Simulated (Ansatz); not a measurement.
Born–Oppenheimer molecular dynamics of F$_{3}$H$_{5}$Si$_{2}$ (10 atoms, charge 0, multiplicity 1). It starts at the highest image of a converged band. Of that band: Neighbouring images differ by up to 2.5 eV, so the band resolves the path poorly. A vibrational analysis at the climbing image gives one clearly imaginary mode, 1583i cm⁻¹: a first-order saddle point.

The calculation used Ansatz 0.2.0, RKS PBE0/def2-SVP.

```yaml
ensemble: NVE (velocity Verlet)
time_step: 0.5 fs
steps_asked: 200
starting_velocities_drawn_for: 300 K
seed: 5707
```

First frame:

```xyz
10
Properties=species:S:1:pos:R:3
Si -0.852 -1.038 -0.410
Si 0.660 1.093 0.237
F -0.490 -1.520 -1.914
F -1.201 -2.388 0.415
F -2.249 -0.232 -0.551
H 1.544 -0.113 1.119
H 0.801 -0.518 0.584
H -0.271 1.397 1.352
H 1.936 1.895 0.299
H 0.122 1.425 -1.131
```

**Question.** How far do the bonds stretch over the last three quarters of this one trajectory? (Pairs bonded in most of those frames.)

**Answer.** 
```
   bond  mean (Å)  spread (Å)  shortest  longest
Si1–Si2     2.321       0.115      2.13     2.58
 Si1–F3     1.613       0.018      1.59     1.64
 Si1–F4     1.623       0.037      1.55     1.69
 Si1–F5     1.615       0.018      1.58     1.64
 Si2–H8     1.502       0.036      1.44     1.56
 Si2–H9     1.516       0.071      1.40     1.63
Si2–H10     1.508       0.036      1.44     1.57
  H6–H7     0.762       0.011      0.75     0.78
```

Mean temperature of the second half: 2465 K. The conserved energy stayed within 0.14 meV per atom of its start (net change -0.011 meV per atom), so the integration is sound. The system heated up, since it started high on the potential surface and ran downhill. A run of 0.1 ps of so small a system gives no equilibrium averages. The orbitals stay closed-shell, which can raise the energy where a bond breaks towards radicals; this wasn't checked here.

Run time: 7.5 min on 2 threads of Arm Neoverse V1, on a shared host, peak memory 0.22 GiB.
